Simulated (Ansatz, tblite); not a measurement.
Isomers of Al6Cu4 (singlet), found by a short tight-binding search and relaxed with PBE-D4/def2-SVP in Ansatz.

The xTB rows come from tblite.

Run but left out: HF/STO-3G, HF/def2-TZVP (A: restricted singlet, unstable in another Hartree–Fock run and untested here); HF/def2-SVP, MP2/def2-SVP (A: restricted singlet, unstable towards broken spin symmetry).

A: The restricted singlet is unstable towards broken spin symmetry in Hartree–Fock (as tested in another run); at PBE-D4/def2-SVP, PBE-D4/def2-TZVP, r2SCAN-D4/def2-TZVP, PBE0-D4/def2-SVP and others this wasn't settled. B: The restricted singlet is unstable towards broken spin symmetry in Hartree–Fock (as tested in another run); at PBE-D4/def2-SVP, PBE-D4/def2-TZVP, r2SCAN-D4/def2-TZVP, PBE0-D4/def2-SVP and others this wasn't settled. C: The restricted singlet is unstable towards broken spin symmetry in Hartree–Fock (as tested in another run); at PBE-D4/def2-SVP, PBE-D4/def2-TZVP, r2SCAN-D4/def2-TZVP, PBE0-D4/def2-SVP and others this wasn't settled. D: The restricted singlet is unstable towards broken spin symmetry in Hartree–Fock (as tested in another run); at PBE-D4/def2-SVP, PBE-D4/def2-TZVP, r2SCAN-D4/def2-TZVP, PBE0-D4/def2-SVP and others this wasn't settled.

Other spin states weren't relaxed.

A:

```xyz
10

Cu    1.4219   -1.2999    1.6583
Cu    1.2647    1.1902    1.1455
Cu    0.6514   -0.7812   -2.2198
Cu   -1.0116    1.8079    0.3575
Al    0.7372    1.5129   -1.2902
Al    0.0851   -2.1797   -0.2755
Al   -3.3203    0.6426    0.7236
Al   -1.4177   -0.2085   -1.2122
Al    2.2703   -0.4319   -0.4038
Al   -0.6810   -0.2524    1.5165
```

B:

```xyz
10

Cu    1.7058    1.8053    0.4999
Cu   -0.0969   -1.8326   -1.5923
Cu   -0.3395    1.9454   -0.7854
Cu   -0.5249    0.3405   -2.5923
Al   -0.3705    1.0478    1.5174
Al   -2.1687   -0.8533    2.4113
Al   -1.5586   -0.1840   -0.4220
Al    1.9557   -0.4164    1.3585
Al    1.4038    0.0663   -1.2085
Al   -0.0063   -1.9189    0.8133
```

C:

Cartesian coordinates in Å:
```
Cu -2.020 -0.985 -1.090
Cu -1.771 1.180 0.071
Cu 1.384 -1.443 -0.203
Cu 1.353 -0.457 2.009
Al -0.793 -0.921 0.991
Al 2.083 0.838 0.037
Al -0.214 -2.580 -1.720
Al -0.167 1.463 1.899
Al 0.019 0.268 -1.540
Al 0.126 2.637 -0.455
```

D:

```xyz
10

Cu   -0.4464    0.5515   -2.3960
Cu   -0.4320   -0.0961    2.1286
Cu   -0.8123   -1.6072   -1.2181
Cu   -0.0363    2.1826    1.2162
Al    0.7304   -1.8134    0.7359
Al    1.7497    0.5452    1.0821
Al   -1.1675    0.5230   -0.1036
Al   -1.9995   -1.8068    1.0430
Al    0.9491    2.1093   -1.0603
Al    1.4647   -0.5883   -1.4278
```

Estimate which lies lowest at each level, and how far above it the others are (kcal/mol).


```
              level     A     B     C     D
           GFN1-xTB   3.9   0.0  11.8  13.7
           GFN2-xTB  36.9  36.2  26.0   0.0
    PBE-D4/def2-SVP   0.0   8.5   3.1   0.6
   PBE-D4/def2-TZVP   0.0   8.0   2.8   1.6
r2SCAN-D4/def2-TZVP   0.1   8.0   1.9   0.0
   PBE0-D4/def2-SVP   2.5   6.7   5.3   0.0
  PBE0-D4/def2-TZVP   1.2   4.8   3.9   0.0
```
Point groups (tolerance 0.1 Å): A not assigned, B not assigned, C not assigned, D Cs. Lower isomers may exist. From def2-SVP to def2-TZVP the PBE0 values move by up to 1.9 kcal/mol, so results in the small set are rough.
